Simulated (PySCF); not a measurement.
Ga(H)(NH2)2, SMILES [NH2][GaH][NH2] at its B3LYP/def2-SVP optimised geometry (Å):

```
8

Ga    -0.2797     0.5935     0.0000
H     -1.0897     1.9244     0.0000
N      1.5434     0.5935     0.0000
H      2.1005     1.4400     0.0016
H      2.1256    -0.2365     0.0013
N     -1.1177    -1.0256    -0.0005
H     -0.6487    -1.9244     0.0001
H     -2.1256    -1.1310     0.0000
```

Level of theory: B3LYP/def2-TZVP (PySCF 2.14.0).

Map of the deformation density (molecule minus spherical neutral atoms) (e/bohr³) on the plane z = 0.6 Å:

```
|22222222222222222222222222222|
|22222222222222222222222222222|
|22222222222222222222222222222|
|22222222222211111222222222222|
|22222222211111111111111222222|
|22222221111111111111111112222|
|22222221111111111111111111222|
|22222211111222111111001111222|
|22222111123442111110000111122|
|22222111224553111111100111122|
|22221111123432112223310111122|
|22221111112211013555420111122|
|22221111111111015898310111122|
|22211111111100014676410111122|
|22211111112320002333420111122|
|22211110114652001111100011122|
|22111100136973101100000111122|
|22111000347952111111001111222|
|22111000234541111111111111222|
|22111100112431011111111112222|
|22211111001210011111111222222|
|22211111110000011111222222222|
|22221111111000111122222222222|
|22222211111111111122222222222|
|22222222111111111222222222222|
|22222222221111122222222222222|
|22222222222222222222222222222|
|22222222222222222222222222222|
|22222222222222222222222222222|
```
Scale: ten equal steps from -0.009 (start of '0') to 0.034 (end of '9'), in the order '0123456789'; x runs from -4.50 to 4.50, y from -4.50 (bottom) to 4.50 (top).
